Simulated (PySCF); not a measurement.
**Ag²⁺ (silver, charge +2) across methods**

[Kr] 4d8 5s1, high-spin 4F determinant (an excited configuration). Computed with PySCF 2.14 in x2c-TZVPPall, with scalar relativity by spin-free X2C-1e.

```
 method  E (hartree)  mean ε 4d α (eV)  mean ε 4d β (eV)  mean ε 5s α (eV)  Σ⟨r²⟩ (bohr²)   ⟨S²⟩
  B97-3     -5313.69           -36.372           -34.835           -23.797          33.67  3.751
   MN15     -5317.49           -37.088           -35.576           -24.521          33.68  3.750
   PBE0     -5313.68           -36.347           -34.632           -23.959          33.66  3.751
wB97X-V     -5313.73           -38.711           -37.232           -25.895          33.68  3.751
    PBE     -5313.60           -34.055           -32.455           -23.180          33.74  3.750
    UHF  -5311.58270           -42.125           -40.001           -25.714          33.73  3.753
 r2SCAN     -5314.03           -34.646           -32.906           -23.391          33.64  3.751
 M06-2X     -5314.44           -38.614           -36.860           -24.653          33.72  3.752
```

(1) Estimate the same row for LDA.

Answers

(1) E (hartree) = -5308.47; mean ε 4d α (eV) = -34.224; mean ε 4d β (eV) = -32.608; mean ε 5s α (eV) = -23.560; Σ⟨r²⟩ (bohr²) = 33.76; ⟨S²⟩ = 3.750.
